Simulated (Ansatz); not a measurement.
Geometry optimisation, RKS BHLYP-D4/def2-mTZVP in Ansatz.

Input file:

```yaml
crystal:
  periodic: [false, false, false]
  atoms:
    - { symbol: Ge, position_ang: [0.0, 0.0, 0.0] }
    - { symbol: C, position_ang: [0.0, 0.0, 1.96] }
    - { symbol: H, position_ang: [-0.9996, -0.3092, 2.3305] }
    - { symbol: H, position_ang: [0.7676, -0.7111, 2.3305] }
    - { symbol: H, position_ang: [0.232, 1.0203, 2.3305] }
    - { symbol: H, position_ang: [1.4616, 0.0, -0.5162] }
    - { symbol: H, position_ang: [-0.73, 1.2648, -0.5162] }
    - { symbol: H, position_ang: [-0.73, -1.2648, -0.5162] }
basis:
  gaussian: { orbitals: def2-mTZVP }
hamiltonian:
  xc: { name: BHLYP }
  dispersion: d4
relax:
  f_tol: 0.02
  max_steps: 40
output:
  orbitals: {}
```

Launched with:

```bash
$ ansatz run input.yaml --threads 1 --pin off --max-ram 2048MiB --backend cpu --events-out ev --progress --plain --runs-dir out
```

Question: Where does it end, and by what steps?

Answer: The run converged. After 7 steps the energy has fallen by 0.065 eV; H5 moved furthest, 0.21 Å.

```tsv
step	energy less start (eV)	largest force component (eV/Å)	accepted
0	0.0000	0.911	yes
1	-0.0536	0.252	yes
2	-0.0599	0.048	yes
3	-0.0636	0.035	yes
4	-0.0626	0.205	no
5	-0.0647	0.039	yes
6	-0.0649	0.027	yes
7	-0.0649	0.004	yes
```

```xyz
8
Properties=species:S:1:pos:R:3
Ge 0.000 0.000 0.006
C 0.000 0.000 1.961
H -1.008 -0.102 2.343
H 0.592 -0.822 2.343
H 0.416 0.924 2.343
H 1.429 0.141 -0.531
H -0.837 1.167 -0.531
H -0.592 -1.308 -0.531
```

The run took 17 s on 1 thread of Arm Neoverse V2 (shared host), peak memory 0.14 GiB.
